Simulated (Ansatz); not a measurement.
`[F][Zn][CH2]BCl` and `ClBCCl` differ in one atom or group.

Ansatz, PBE0-D4/def2-TZVP geometries, multiplicity 1. Each molecule was computed in one conformer, which needn't be the lowest.

Scalar relativity is left out up to krypton.

| property | `[F][Zn][CH2]BCl` |
| --- | --- |
| HOMO–LUMO gap (PBE0/def2-TZVPP) / eV | 6.93 |
| size of the dipole moment (PBE/def2-TZVPP) / D | 2.44 |
| size of the dipole moment (ωB97M-V/def2-TZVPP) / D | 2.54 |
| HOMO energy (B3LYP/def2-TZVPP) / eV | -8.32 |
| LUMO energy (PBE0/def2-TZVPP) / eV | -1.61 |
| HOMO energy (ωB97M-V/def2-TZVPP) / eV | -10.78 |

(1) What does the change do to each property? (Best estimate.)

Answers

(1) Computed: 
```json
{"property": "HOMO–LUMO gap (PBE0/def2-TZVPP) / eV", "`ClBCCl`": "6.81", "shift": "-0.12"}
{"property": "size of the dipole moment (PBE/def2-TZVPP) / D", "`ClBCCl`": "1.55", "shift": "-0.89"}
{"property": "size of the dipole moment (ωB97M-V/def2-TZVPP) / D", "`ClBCCl`": "1.67", "shift": "-0.87"}
{"property": "HOMO energy (B3LYP/def2-TZVPP) / eV", "`ClBCCl`": "-8.20", "shift": "0.12"}
{"property": "LUMO energy (PBE0/def2-TZVPP) / eV", "`ClBCCl`": "-1.63", "shift": "-0.02"}
{"property": "HOMO energy (ωB97M-V/def2-TZVPP) / eV", "`ClBCCl`": "-10.69", "shift": "0.09"}
```

Dipoles are sizes alone; their direction can turn.

B3LYP here is the variant with VWN-RPA as its local correlation; programs differ in this.
